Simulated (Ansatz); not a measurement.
Cost and result for the atomization energy of C4H11GaO, SMILES `C[C](C)([GaH2])CO` (17 atoms, 16 bonds).

```xyz
17

C    -1.160    0.453    1.103
C     0.075    0.066    0.301
C     1.344    0.435    1.047
Ga   -0.072   -1.812   -0.448
C     0.036    0.688   -1.082
O    -0.738   -0.252   -1.879
H    -1.205   -0.090    2.051
H    -1.158    1.527    1.341
H    -2.085    0.236    0.562
H     1.381   -0.057    2.023
H     2.245    0.143    0.499
H     1.405    1.516    1.237
H     1.201   -2.407   -1.172
H    -1.317   -2.722   -0.138
H    -0.452    1.670   -1.127
H     1.043    0.769   -1.503
H    -0.541   -0.162   -2.816
```

Charge 0, multiplicity 1. Correlated methods include outer-core shells of Ga, which these sets cover unevenly. Scalar relativity is left out up to krypton. The geometry is a stationary point of PBE0-D4/def2-TZVP. It is one conformer, not always the lowest. Program: Ansatz. All runs use 2 threads of an AMD EPYC 7R13 on a shared host and a share of an NVIDIA H100 80 GB. Times are those of one run each, without the atoms' runs, and a repeat can differ threefold. Electronic energies, without spin–orbit coupling; frozen cores. CCSD(T)/CBS adds CCSD(T) − MP2 in def2-TZVPP to the MP2 limit, and its time is that of the two runs behind it. T1 = 0.011. With those shells the extrapolation isn't a true limit. HSE06 is the plane-wave form, built on full-range PBE exchange.

CCSD(T)/CBS is a level of theory with its own doubt, some kJ/mol a heavy atom from the limit and from the frozen cores, so smaller differences don't rank the functionals.

```
                  level  functions  wall time
    HSE06-D4/def2-TZVPP        357      2.8 s
CAM-B3LYP-D4/def2-TZVPP        357      4.8 s
  r2SCANh-D4/def2-TZVPP        357        5 s
    BHLYP-D4/def2-TZVPP        357        5 s
     ωB97X-V/def2-TZVPP        357        6 s
       CCSD(T)/def2-SVP        157      7.5 s
      B2PLYP/def2-TZVPP        357        9 s
    PBE-QIDH/def2-TZVPP        357      9.5 s
   revPBE-D4/def2-TZVPP        357       11 s
         MP2/def2-QZVPP        704       12 s
 LDA (SPW92)/def2-TZVPP        357       14 s
     CCSD(T)/def2-TZVPP        357       17 s
      CCSD(T)/CBS(def2)          –       29 s
```

(1) What atomization energy does each give, and how far from CCSD(T)/CBS? (An estimate is asked.)

Results:

(1) The calculation gave: 
```
                  level  atomization (kcal/mol)  difference from CCSD(T)/CBS  per bond
    HSE06-D4/def2-TZVPP                  1490.4                          1.4       0.1
CAM-B3LYP-D4/def2-TZVPP                  1490.8                          1.8       0.1
  r2SCANh-D4/def2-TZVPP                  1482.9                         -6.1      -0.4
    BHLYP-D4/def2-TZVPP                  1447.1                        -41.9      -2.6
     ωB97X-V/def2-TZVPP                  1489.0                          0.0       0.0
       CCSD(T)/def2-SVP                  1426.8                        -62.2      -3.9
      B2PLYP/def2-TZVPP                  1467.6                        -21.4      -1.3
    PBE-QIDH/def2-TZVPP                  1482.7                         -6.3      -0.4
   revPBE-D4/def2-TZVPP                  1475.5                        -13.5      -0.8
         MP2/def2-QZVPP                  1492.0                          3.0       0.2
 LDA (SPW92)/def2-TZVPP                  1695.3                        206.3      12.9
     CCSD(T)/def2-TZVPP                  1458.7                        -30.3      -1.9
      CCSD(T)/CBS(def2)                  1489.0                          0.0       0.0
```

The D4 term adds +15.6 kcal/mol with B3LYP and +8.3 kcal/mol with PBE0; it sums over pairs of atoms, weighted by their polarisabilities, and B3LYP, whose exchange is more repulsive, gets the larger term. From BLYP to BHLYP (50 % exact exchange), in def2-TZVPP and without D4, the atomization energy moves by −16.4 kcal/mol: exact exchange takes away binding that semilocal exchange gives to molecules. At CCSD(T), def2-SVP lies −62.2 kcal/mol from the extrapolated value and def2-TZVPP −30.3 kcal/mol: correlation converges slowly with the basis, and small sets miss more of it in the bonded molecule than in its fragments.

B3LYP here is the variant with VWN-RPA as its local correlation; programs differ in this.
